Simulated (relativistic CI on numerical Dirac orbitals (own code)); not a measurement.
## Energy levels of Cd²²⁺

Computed by Dirac-Coulomb-Breit CI, separate exchange-only KLI orbitals for each configuration, model QED, unscaled Slater integrals (own radial code, finite nucleus).

CI space (outside the closed core [Ne]): 3s2 3p6 3d8, 3s2 3p5 3d9, 3s2 3p4 3d10, 3s 3p6 3d9, 3p6 3d10, 3s 3p5 3d10, 3s2 3p6 3d7 4s, 3s2 3p6 3d7 4p, 3s2 3p6 3d7 4d, 3s2 3p6 3d7 4f, 3s2 3p4 3d9 4s, 3s2 3p5 3d8 4s, 3s2 3p6 3d6 4s2, 3s2 3p4 3d9 4p, 3s2 3p5 3d8 4p, 3s2 3p6 3d6 4s 4p, 3s2 3p6 3d7 5s, 3s2 3p4 3d9 4d, 3s 3p5 3d9 4s, 3s2 3p6 3d6 4p2, 3s2 3p6 3d7 5p, 3s2 3p6 3d6 4s 4d, 3s2 3p5 3d8 4d, 3s 3p5 3d9 4p, 3s 3p6 3d8 4s, 3s2 3p6 3d7 5d, 3s2 3p6 3d6 4p 4d, 3s2 3p6 3d7 5f, 3s2 3p5 3d7 4s2, 3s2 3p6 3d7 5g, 3s 3p6 3d8 4p, 3s 3p5 3d9 4d, 3p6 3d9 4s, 3s2 3p5 3d8 4f, 3s2 3p6 3d6 4d2, 3s2 3p6 3d7 6s. Levels of other configurations are missing.

The lowest level is 3s2 3p6 3d8 3F_4, with 96 % of that term; Hund's rules for 3s2 3p6 3d8 give 3F with J = 4, in agreement.

```
No.  Configuration  Term  J   E (eV)    %  Next component (%)                jj configuration (%)
  1    3s2 3p6 3d8    3F  4    0.000   96                4 1G                        3d5/2^4 (93)
  2    3s2 3p6 3d8    1D  2    4.821   49               27 3F                        3d5/2^4 (90)
  3    3s2 3p6 3d8    3F  3    6.538  100                                   3d3/2^3 3d5/2^5 (100)
  4    3s2 3p6 3d8    3P  2   10.995   53               47 3F                3d3/2^3 3d5/2^5 (74)
  5    3s2 3p6 3d8    3P  0   12.418   84               16 1S                        3d5/2^4 (79)
  6    3s2 3p6 3d8    3P  1   14.129  100                                   3d3/2^3 3d5/2^5 (100)
  7    3s2 3p6 3d8    1G  4   15.756   96                4 3F                3d3/2^3 3d5/2^5 (93)
  8    3s2 3p6 3d8    1D  2   17.293   50               26 3F                3d3/2^2 3d5/2^6 (81)
  9    3s2 3p6 3d8    1S  0   32.125   83               16 3P                3d3/2^2 3d5/2^6 (79)
 10    3s2 3p5 3d9   3F°  4  200.187  100                                   3p3/2^3 3d5/2^5 (100)
 11    3s2 3p5 3d9   1D°  2  204.288   69              18 3P°                3p3/2^3 3d5/2^5 (85)
 12    3s2 3p5 3d9   3F°  3  210.401   51              49 3D°                3p3/2^3 3d5/2^5 (49)
 13    3s2 3p5 3d9   3D°  2  216.318   53              28 3P°        3p3/2^3 3d3/2^3 3d5/2^6 (84)
 14    3s2 3p5 3d9   3P°  1  217.004   87               9 1P°        3p3/2^3 3d3/2^3 3d5/2^6 (52)
 15    3s2 3p5 3d9   3P°  0  218.808  100                           3p3/2^3 3d3/2^3 3d5/2^6 (100)
 16    3s2 3p5 3d9   3D°  3  221.213   37              36 3F°                3p3/2^3 3d5/2^5 (47)
 17    3s2 3p5 3d9   3D°  1  223.196   61              38 1P°                3p3/2^3 3d5/2^5 (49)
 18    3s2 3p5 3d9   3F°  2  245.032   67              22 1D°  3p1/2 3p3/2^4 3d3/2^3 3d5/2^6 (98)
 19    3s2 3p5 3d9   3P°  2  247.132   47              43 3D°          3p1/2 3p3/2^4 3d5/2^5 (98)
 20    3s2 3p5 3d9   1F°  3  256.659   73              14 3D°          3p1/2 3p3/2^4 3d5/2^5 (82)
 21    3s2 3p5 3d9   1P°  1  263.190   52              35 3D°  3p1/2 3p3/2^4 3d3/2^3 3d5/2^6 (96)
 22     3s 3p6 3d9    3D  3  360.911  100                                        3s 3d5/2^5 (100)
 23     3s 3p6 3d9    3D  2  363.590   79               19 1D                     3s 3d5/2^5 (81)
 24     3s 3p6 3d9    3D  1  368.327  100                                3s 3d3/2^3 3d5/2^6 (100)
 25     3s 3p6 3d9    1D  2  371.945   72               21 3D             3s 3d3/2^3 3d5/2^6 (79)
 26   3s2 3p4 3d10    3P  2  420.262   80               16 1D                        3p3/2^2 (92)
 27   3s2 3p4 3d10    1S  0  428.062   52               47 3P                        3p3/2^2 (97)
 28     3d7(4F) 4s    5F  5  430.653   86               13 3G                     3d5/2^3 4s (82)
 29     3d7(4F) 4s    3F  4  432.801   49               34 5F                     3d5/2^3 4s (80)
 30     3d7(4F) 4s    5F  3  437.354   77               12 3D             3d3/2^3 3d5/2^4 4s (57)
```

Energies count from the lowest computed level; ° marks odd parity. Percentages are summed over parent terms; the parents shown are those of the largest component, closed shells are left out there. Filled j subshells are mostly left out of the jj labels.

The mean weight of the leading LS term, summed over parents, in these 30 levels is 73 %, and that of the leading jj configuration (from the same eigenvectors) 83 %.

At this charge energies of transitions that change n are usually good to better than 1 %, and those within a shell (Δn = 0) to a few per cent. Terms inside the open d or f shell come out 10 to 20 % too wide with unscaled integrals.

LS names give the leading component of a level, which can be under half, so a name can repeat, a term be missing and a line seem to break the LS rules.
